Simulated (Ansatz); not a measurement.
Kohn–Sham single points on C3H8SSi, SMILES `C[SiH2]C(C)=S`.

```yaml
crystal:
  periodic: [false, false, false]
  atoms:
    - {symbol: C, position_ang: [-0.922515, 1.418953, 1.484279]}
    - {symbol: Si, position_ang: [-0.626313, 0.582790, -0.147624]}
    - {symbol: C, position_ang: [0.724049, -0.745823, -0.055517]}
    - {symbol: C, position_ang: [1.044800, -1.491027, -1.306902]}
    - {symbol: S, position_ang: [1.479059, -1.029533, 1.349925]}
    - {symbol: H, position_ang: [-1.231186, 0.692575, 2.238136]}
    - {symbol: H, position_ang: [-0.010953, 1.902648, 1.839595]}
    - {symbol: H, position_ang: [-1.705090, 2.175227, 1.384932]}
    - {symbol: H, position_ang: [-1.858619, -0.090035, -0.651746]}
    - {symbol: H, position_ang: [-0.200613, 1.556426, -1.194631]}
    - {symbol: H, position_ang: [0.144441, -1.988940, -1.685088]}
    - {symbol: H, position_ang: [1.831650, -2.229413, -1.150086]}
    - {symbol: H, position_ang: [1.351889, -0.788551, -2.090372]}
basis:
  gaussian: {orbitals: def2-TZVPP}
hamiltonian: {xc: pbe0, dispersion: d4}
output: {orbitals: {seedname: orbitals}}
```

```sh
$ ansatz run in.yaml --threads 4 --pin off --events-out ev --progress --plain --max-ram 10444MiB
```

It prints (some lines left out):

```
Functional definition: PBE0
1618 factors; their error is unknown
mean field evaluation 1: about -21933.4661 eV, gradient 7.0e1 eV
mean field evaluation 2: about -21921.0750 eV, gradient 9.4e1 eV
mean field evaluation 4: about -21944.7944 eV, gradient 7.0e0 eV
mean field evaluation 8: about -21944.9128 eV, gradient 1.1e-1 eV
mean field evaluation 16: about -21944.9299 eV, gradient 2.0e-4 eV
mean field -21944.92988668 eV, -806.4612985279 hartree, gradient 4.9e-5 eV, S^2 0.000000; 0 other end points of the search recorded, 0 dependent functions left out
reference -21944.92992159 eV, -806.4612998107 hartree; 28, 28 occupied and 261, 261 virtual orbitals, 1618 factors
Total energy: -21945.20111649 eV, -806.4712660394 hartree
```

Run time 4 s (4 threads of a server CPU on a shared host); peak host memory 0.85 GiB.

The same input with `hamiltonian: {xc: {name: revPBE}, dispersion: d4}` (abridged; 1.8 s):

```
Functional definition: revPBE
mean field evaluation 16: about -21951.5092 eV, gradient 4.2e-4 eV
mean field -21951.50923206 eV, -806.7030850107 hartree, gradient 5.3e-5 eV, S^2 0.000000
Total energy: -21952.44359855 eV, -806.7374223461 hartree
```

Changing it to `hamiltonian: {xc: {name: LC-wPBE}}` (abridged; 3.1 s):

```
Functional definition: LC-wPBE
mean field evaluation 16: about -21948.3072 eV, gradient 5.0e-4 eV
mean field -21948.30720258 eV, -806.5854125979 hartree, gradient 4.8e-5 eV, S^2 0.000000
Total energy: -21948.30720259 eV, -806.5854125982 hartree
```

The same input with `hamiltonian: {xc: {name: PBE-QIDH}}` (abridged; 9 s):

```
Functional definition: PBE-QIDH
mean field evaluation 16: about -21931.4817 eV, gradient 1.9e-4 eV
mean field -21931.48168462 eV, -805.9670862177 hartree, gradient 8.3e-6 eV, S^2 0.000000
13 core orbitals not correlated: weight in the atoms' cores, before any rotation towards them, 1.000 or more for the frozen orbitals, at most 0.000 for the correlated occupied ones
second order -25.06554634 eV of doubles, -0.00000000 eV of singles
Total energy: -21939.83688075 eV, -806.2741340120 hartree
```

Changing it to `hamiltonian: {xc: {name: BHLYP}, dispersion: d4}` (abridged; 3.8 s):

```
Functional definition: BHLYP
mean field evaluation 16: about -21953.9285 eV, gradient 6.7e-5 eV
mean field -21953.92848076 eV, -806.7919907606 hartree, gradient 6.7e-5 eV, S^2 0.000000
Total energy: -21954.32794632 eV, -806.8066708495 hartree
```

Changing it to `hamiltonian: {xc: {name: CAM-B3LYP}, dispersion: d4}` (abridged; 4.2 s):

```
Functional definition: CAM-B3LYP
mean field evaluation 16: about -21954.5665 eV, gradient 7.8e-5 eV
mean field -21954.56654368 eV, -806.8154391407 hartree, gradient 7.8e-5 eV, S^2 0.000000
Total energy: -21954.84339825 eV, -806.8256133582 hartree
```
